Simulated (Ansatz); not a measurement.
Basis-set extrapolation for CH8AlFSi2 (`[CH3][AlH][SiH](F)[SiH3]`) (PBE0-D4/def2-TZVP geometry, frozen core, Ansatz 0.2.0). Multiplicity 1, RHF reference.

```json
{"": "HF", "def2-TZVPP": "-961.888966", "def2-QZVPP": "-961.920872"}
{"": "MP2 correlation", "def2-TZVPP": "-0.753161", "def2-QZVPP": "-0.813623"}
{"": "CCSD(T) correlation", "def2-TZVPP": "-0.846906", "def2-QZVPP": "not run"}
```

Energies in hartree. Use E(X) = E(∞) + A·exp(−7.88·√X) for Hartree–Fock and E(X) = E(∞) + B·X^(−2.97) for correlation, with X = 3 and 4, and add CCSD(T) minus MP2 of the smaller set to the MP2 limit.

Task: What is the CCSD(T) energy at the basis-set limit?

Result: HF limit: -961.920872 + (-0.031906) × 0.13774 = -961.92527. MP2 limit: -0.813623 + (-0.060462) × 0.74074 = -0.85841. Higher-order term: -0.846906 − (-0.753161) = -0.09375. Total: -962.87743 hartree, 3.85 eV below CCSD(T)/def2-TZVPP.
